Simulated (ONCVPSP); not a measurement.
Reading a pseudo-wave (Br)

Columns: radius, all-electron u(r) and pseudo u(r) of the 3p shell (level -173.26 eV) of bromine in the configuration [Ne] 3s2 3p6 3d10 4s2 4p5; PBEsol, scalar-relativistic, ONCV scheme, ONCVPSP 4.0.1.

```tsv
r (bohr)	all-electron	pseudo
0.057	-0.5783	0.0494
0.115	-0.7519	0.1915
0.172	-0.3550	0.4002
0.230	0.2357	0.6511
0.288	0.7654	0.9066
0.345	1.1362	1.1308
0.402	1.3512	1.3035
0.460	1.4384	1.4097
0.518	1.4292	1.4387
0.575	1.3592	1.3976
0.632	1.2539	1.3022
0.690	1.1290	1.1706
0.747	1.0013	1.0288
0.805	0.8745	0.8883
0.862	0.7575	0.7626
0.920	0.6491	0.6502
0.977	0.5539	0.5538
1.035	0.4687	0.4685
1.092	0.3959	0.3957
1.150	0.3321	0.3320
1.208	0.2777	0.2776
1.265	0.2323	0.2322
1.322	0.1939	0.1938
1.380	0.1609	0.1609
1.438	0.1333	0.1332
1.495	0.1106	0.1105
```

**Question.** How many radial nodes do the two functions have?

**Answer.** The all-electron 3p function has n − l − 1 = 1; the pseudo-wave has 0, since the states of the same l below it are removed with the core.

**Question.** At about which radius was the pseudo-wave matched?

**Answer.** 1.10 bohr. The columns agree to 0.0005 from 0.98 bohr on; several derivatives are matched, so the curves merge somewhat inside the radius.

**Question.** Is the pseudo-wave norm-conserving?

**Answer.** Yes: the ONCV scheme keeps the norm inside the radius equal to the all-electron one, which fixes the energy derivative of the logarithmic derivative at the level.
